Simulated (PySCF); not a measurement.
Computed IR spectrum (relative IR intensity) of a molecule C3H5ClOSi. Coordinates come from a PBE-D3(BJ)/def2-SVP optimisation. One conformer was computed; it need not be the lowest. Method: PySCF 2.14.0 with PBE-D3(BJ)/def2-SVP. Frequencies are harmonic and unscaled.

Lines under 2 % of the strongest are left out, and lines within 2 cm⁻¹ are merged.

ν (cm⁻¹): 173 (w), 265 (m), 281 (m), 332 (vw), 424 (w), 515 (m), 622 (m), 649 (w), 658 (w), 691 (m), 760 (m), 825 (m), 844 (vs), 891 (m), 1101 (vw), 1135 (w), 1350 (vw), 2164 (w), 2239 (m), 2960 (vw), 3410 (m), 3764 (m) (against the strongest line: vs over 80 %, s over 45 %, m over 15 %, w over 4 %, vw less)

Q: Which structure fits?
A. [SiH3]OC=C=CCl
B. C[Si@]1(Cl)C=CO1
C. C=C=C[Si@H](O)Cl
D. C#CC[Si@@H](O)Cl

A: D, C#CC[Si@@H](O)Cl
